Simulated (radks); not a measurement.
Valence configurations of Si IV (all share [Ne]). Method: Dirac Kohn-Sham, PBE, spin-unpolarised, spherical densities, finite nucleus; open shells fill j = l - 1/2 first; Fermi nuclear charge, rms radius 3.1224 fm; computed with a radial shooting solver on a logarithmic mesh with Libxc functionals. Energies are relative to 3s1; eigenvalues in eV.

valence      E (eV)  e(3p1/2)  e(3s1/2)
3s1           0.000         -   -39.487
3s0.5 3p0.5   4.332   -31.132   -39.803
3p1           8.671   -31.433         -

NIST lists [Ne] 3s1 as the ground configuration; this level of theory agrees among the configurations tried. The energies are those of spherical spin-averaged densities, not of single terms.
